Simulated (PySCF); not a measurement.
## Ionisation energy of Ar⁴⁺ by level of theory

Ar⁴⁺ [Ne] 3s2 3p2 (3P) → Ar⁵⁺ [Ne] 3s2 3p1 (2P), as a difference of total energies. Computed with PySCF 2.14 in an uncontracted even-tempered set (20 s from 0.09 bohr⁻², ratio 2.5; 13 p from 0.12 bohr⁻², ratio 2.5; 5 d from 1.2 bohr⁻², ratio 2.7; 5 f from 1.8 bohr⁻², ratio 2.7), with scalar relativity by spin-free X2C-1e. Correlated levels: outer shells: 1s2 frozen; virtual orbitals above 40 to 60 times the deepest correlated orbital energy dropped. The calculations carry no spin-orbit coupling.

```json
{"method": "UHF", "ionisation energy (eV)": "73.947"}
{"method": "LDA", "ionisation energy (eV)": "74.788"}
{"method": "PBE", "ionisation energy (eV)": "74.740"}
{"method": "PBE0", "ionisation energy (eV)": "74.781"}
{"method": "r2SCAN", "ionisation energy (eV)": "74.966"}
{"method": "PBEsol", "ionisation energy (eV)": "74.680"}
{"method": "BP86", "ionisation energy (eV)": "74.800"}
{"method": "MP2 (outer shells)", "ionisation energy (eV)": "74.484"}
{"method": "SCS-MP2 (outer shells)", "ionisation energy (eV)": "74.372"}
```

Task: How much does correlation contribute at MP2 (outer shells)?

Result: 74.484 − (73.947) = 0.537 eV, measured against UHF.

A first-order spin-orbit estimate (lowest level to lowest level, LS coupling) adds -0.015 eV.

For comparison: 74.84 ± 0.17 eV (semi-empirical (NIST evaluation); NIST Atomic Spectra Database, ionization energies).
